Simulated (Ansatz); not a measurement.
`[AsH2][SiH]1CO1` and `I[SiH]1CO1` differ in one atom or group.

Ansatz, PBE0-D4/def2-TZVP geometries, multiplicity 1. 

Elements past krypton have def2 core potentials. Scalar relativity is left out up to krypton.

| property | `[AsH2][SiH]1CO1` |
| --- | --- |
| HOMO energy (PBE0/def2-TZVPP) / eV | -7.55 |
| HOMO–LUMO gap (B3LYP/def2-TZVPP) / eV | 6.51 |
| HOMO energy (B3LYP/def2-TZVPP) / eV | -7.32 |
| size of the dipole moment (PBE/def2-TZVPP) / D | 1.73 |
| HOMO energy (PBE/def2-TZVPP) / eV | -6.32 |
| HOMO–LUMO gap (PBE0/def2-TZVPP) / eV | 6.93 |

Problem. Give the same properties after the change, and the shifts. (Best estimate.)

Solution. Computed: 
| property | `I[SiH]1CO1` | shift |
| --- | --- | --- |
| HOMO energy (PBE0/def2-TZVPP) / eV | -7.60 | -0.05 |
| HOMO–LUMO gap (B3LYP/def2-TZVPP) / eV | 6.35 | -0.16 |
| HOMO energy (B3LYP/def2-TZVPP) / eV | -7.38 | -0.06 |
| size of the dipole moment (PBE/def2-TZVPP) / D | 1.45 | -0.28 |
| HOMO energy (PBE/def2-TZVPP) / eV | -6.40 | -0.08 |
| HOMO–LUMO gap (PBE0/def2-TZVPP) / eV | 6.81 | -0.12 |

With PBE0 the HOMO falls by 0.05 eV and the LUMO falls by 0.18 eV, so the gap narrows by about 0.13 eV. PBE moves the HOMO by -0.08 eV and ωB97M-V by -0.04 eV. Dipoles are sizes alone; their direction can turn.

B3LYP here is the variant with VWN-RPA as its local correlation; programs differ in this.

Spin–orbit coupling is left out; it splits and shifts lone-pair levels of the heavy atoms by tenths of an eV.
